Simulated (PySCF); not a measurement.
CH7NOSi2, SMILES O1[SiH2]NC[SiH2]1. Geometry optimised at PBE-D3(BJ)/def2-SVP. This is a generated structure with no PubChem entry under its InChIKey; it may be hypothetical. Other conformers were not sampled.

Calculation: PBE-D3(BJ)/def2-SVP in PySCF 2.14.0.

Harmonic wavenumbers (cm⁻¹): 97, 120, 282, 394, 458, 530, 602, 638, 673, 677, 688, 748, 799, 823, 923, 937, 950, 988, 1079, 1125, 1165, 1304, 1424, 2130, 2159, 2166, 2174, 2899, 2970, 3525. Rotational constants (GHz): 5.001, 3.180, 2.081; symmetry number 1.

Task: Work out the zero-point energy and the ideal-gas rigid-rotor harmonic-oscillator thermochemistry at 298.15 K and 1 atm.

Result: ZPE = ½ Σ hcν = ½ × 35445 cm⁻¹ = 212.01 kJ/mol. H − E(el) = 231.98 kJ/mol. Entropy in J/(mol K): translation 166.82, rotation 111.62, vibration 57.03, total 335.46. G − E(el) = 131.96 kJ/mol. Cp = 112.75 J/(mol K). Modes under 150 cm⁻¹ make the vibrational entropy uncertain.
